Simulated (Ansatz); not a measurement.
Relaxation of a periodic cell of 17 atoms, LiBe16 (host Be, host structure hcp, interstitial Li), to a largest force component of 0.03 eV/Å in at most 60 steps.

Computed with DFT PBE, scalar-relativistic, plane waves, PAW in Ansatz 0.2.0. Settings: cutoff 420 eV, k mesh 5x5x3, gaussian smearing 0.05 eV, no spin polarisation.

```xyz
17
Lattice="-2.2900 -3.9664 0.0000 3.4350 -1.9832 0.0000 0.0000 0.0000 7.1769" Properties=species:S:1:pos:R:3:forces:R:3
Be 0.000 -3.966 0.000 -3.04 -1.72 -2.51
Be 0.000 -2.644 1.794 -3.78 2.20 2.46
Be 0.000 -3.966 3.588 -0.05 0.05 0.01
Be 0.000 -2.644 5.383 0.00 0.00 0.02
Be -1.145 -1.983 0.000 3.11 -1.78 -2.22
Be 2.290 -2.644 1.794 3.56 2.01 2.61
Be -1.145 -1.983 3.588 -0.02 0.01 -0.06
Be 2.290 -2.644 5.383 0.05 -0.04 -0.07
Be 1.145 -1.983 0.000 -0.02 3.41 -2.44
Be 1.145 -0.661 1.794 0.23 -0.12 -0.24
Be 1.145 -1.983 3.588 -0.06 0.02 0.02
Be 1.145 -0.661 5.383 -0.01 0.01 0.26
Be 0.000 0.000 0.000 -0.20 0.13 0.26
Be 1.145 -4.627 1.794 0.06 -4.19 2.69
Be 0.000 0.000 3.588 0.04 -0.02 -0.24
Be 1.145 -4.627 5.383 0.06 -0.02 -0.07
Li 1.140 -3.309 0.939 0.09 0.07 -0.49
```

Where does it end, and by what steps?

The run converged. Limits of this set-up: coarse k mesh. After 13 steps the energy has fallen by 4.595 eV; Be14 moved furthest, 1.12 Å.

```json
{"step": "0", "energy less start (eV)": "0.0000", "largest force component (eV/Å)": "4.187", "accepted": "yes"}
{"step": "1", "energy less start (eV)": "-1.9748", "largest force component (eV/Å)": "2.587", "accepted": "yes"}
{"step": "2", "energy less start (eV)": "-3.6097", "largest force component (eV/Å)": "0.565", "accepted": "yes"}
{"step": "3", "energy less start (eV)": "-3.6682", "largest force component (eV/Å)": "0.741", "accepted": "yes"}
{"step": "4", "energy less start (eV)": "-3.8869", "largest force component (eV/Å)": "0.261", "accepted": "yes"}
{"step": "5", "energy less start (eV)": "-3.9750", "largest force component (eV/Å)": "0.232", "accepted": "yes"}
{"step": "6", "energy less start (eV)": "-4.0848", "largest force component (eV/Å)": "0.379", "accepted": "yes"}
{"step": "7", "energy less start (eV)": "-4.1527", "largest force component (eV/Å)": "0.431", "accepted": "yes"}
{"step": "8", "energy less start (eV)": "-4.3257", "largest force component (eV/Å)": "0.508", "accepted": "yes"}
{"step": "9", "energy less start (eV)": "-4.4830", "largest force component (eV/Å)": "0.172", "accepted": "yes"}
{"step": "10", "energy less start (eV)": "-4.5771", "largest force component (eV/Å)": "0.157", "accepted": "yes"}
{"step": "11", "energy less start (eV)": "-4.5926", "largest force component (eV/Å)": "0.128", "accepted": "yes"}
{"step": "12", "energy less start (eV)": "-4.5947", "largest force component (eV/Å)": "0.033", "accepted": "yes"}
{"step": "13", "energy less start (eV)": "-4.5954", "largest force component (eV/Å)": "0.010", "accepted": "yes"}
```

```xyz
17
Lattice="-2.2900 -3.9664 0.0000 3.4350 -1.9832 0.0000 0.0000 0.0000 7.1769" Properties=species:S:1:pos:R:3
Be -0.218 -3.809 -0.077
Be 0.021 -2.259 1.742
Be -0.218 -3.809 3.565
Be -0.096 -2.531 5.331
Be -1.189 -1.905 -0.080
Be 2.553 -2.620 1.748
Be -1.190 -1.904 3.567
Be 2.215 -2.546 5.333
Be 1.080 -1.980 -0.086
Be 1.642 -1.064 1.740
Be 1.079 -1.975 3.569
Be 1.028 -0.557 5.332
Be -0.187 0.182 -0.069
Be 1.958 -5.402 1.747
Be -0.187 0.184 3.562
Be 1.031 -4.476 5.333
Li 0.977 -3.857 1.743
```

Whether the end is a true minimum wasn't checked by a vibrational analysis.

The run took 65 s on 1 thread of Intel(R) Xeon(R) 6975P-C (Granite Rapids), on a shared host, peak memory 0.47 GiB.
